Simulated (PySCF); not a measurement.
Ligand exchange on a metal centre used in film growth or etching (Hf OH-H). Gas-phase values, no solvent. One relaxed conformer stands for each flexible species; it need not be the lowest.

Quantity: redistribution energy (mixed species minus the weighted end members), in kJ/mol.

Level 1: PBE-D3(BJ)/def2-TZVP // r2SCAN-D4/def2-SVP (PySCF)
Level 2: M06-2X/6-31G* (LANL2DZ on Hf) // r2SCAN-D4/def2-SVP (PySCF)
Level 3: PBE/6-31G* (LANL2DZ on Hf) // r2SCAN-D4/def2-SVP (PySCF)
Level 4: SVWN5/6-31G* (LANL2DZ on Hf) // r2SCAN-D4/def2-SVP (PySCF)

| species | level 2 | level 3 | level 4 |
|---|---|---|---|
| 3 of 4 OH replaced by H: [Hf(OH)(H)3] | -32.59 | -37.89 | -43.3 |
| 1 of 4 OH replaced by H: [Hf(OH)3(H)] | -43.4 | -49.8 | -54.5 |
| 2 of 4 OH replaced by H: [Hf(OH)2(H)2] | -51.5 | -58.9 | -65.0 |

### Question
What does level 1 give for each?

### Answer

- 3 of 4 OH replaced by H: [Hf(OH)(H)3]: -30.42
- 1 of 4 OH replaced by H: [Hf(OH)3(H)]: -38.63
- 2 of 4 OH replaced by H: [Hf(OH)2(H)2]: -46.2
